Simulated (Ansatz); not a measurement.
Basis-set extrapolation for AlH7OSi2, SMILES `[AlH2][O][SiH2][SiH3]` (PBE0-D4/def2-TZVP geometry, frozen core, Ansatz). Multiplicity 1, RHF reference.

```
                      def2-TZVPP   def2-QZVPP
                 HF  -898.876229  -898.906061
    MP2 correlation    -0.566238    -0.610059
CCSD(T) correlation    -0.643691      not run
```

Energies in hartree. Use E(X) = E(∞) + A·exp(−7.88·√X) for Hartree–Fock and E(X) = E(∞) + B·X^(−2.97) for correlation, with X = 3 and 4, and add CCSD(T) minus MP2 of the smaller set to the MP2 limit.

Question: What is the CCSD(T) energy at the basis-set limit?

Answer: HF limit: -898.906061 + (-0.029832) × 0.13774 = -898.91017. MP2 limit: -0.610059 + (-0.043821) × 0.74074 = -0.64252. Higher-order term: -0.643691 − (-0.566238) = -0.07745. Total: -899.63014 hartree, 289.4 kJ/mol below CCSD(T)/def2-TZVPP.
